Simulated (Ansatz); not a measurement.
Isolated molecules relaxed with PBE0-D4/def2-TZVP in Ansatz; ΔE leaves out vibrations. CCSD(T)/CBS adds triple-zeta CCSD(T) − MP2 to the extrapolated MP2 energy (def2 sets, frozen cores). Functionals use def2-TZVPP. def2 core potentials past Kr. For Se, Te outer-core shells are correlated without core-valence functions, which leaves a few kJ/mol of doubt a bond. Scalar relativity is left out up to krypton. One conformer a species, not always the lowest.

Reaction (redistribution): `CC[TeH]` + `C=NC[SeH]` → `C=NC[TeH]` + `CC[SeH]`

CCSD(T)/CBS gives -7.3 kJ/mol.

(1) Another level gave -12.5 kJ/mol. Which?
A. r2SCAN-D4/def2-TZVPP
B. CCSD/def2-TZVPP
C. HF/def2-TZVPP
D. B2PLYP/def2-TZVPP

Largest T1 diagnostic among the species: 0.012.

Results:

(1) A. r2SCAN-D4 -12.5, B2PLYP -8.1, CCSD/def2-TZVPP -4.0, HF/def2-TZVPP 1.2 kJ/mol.

In def2-TZVPP, CCSD(T) changes the Hartree–Fock value by −7.1 kJ/mol (the triples alone add −1.9 kJ/mol) and MP2 by −8.3 kJ/mol. From PBE to PBE0 (25 % exact exchange), in def2-TZVPP and without D4, ΔE moves by +3.6 kJ/mol.
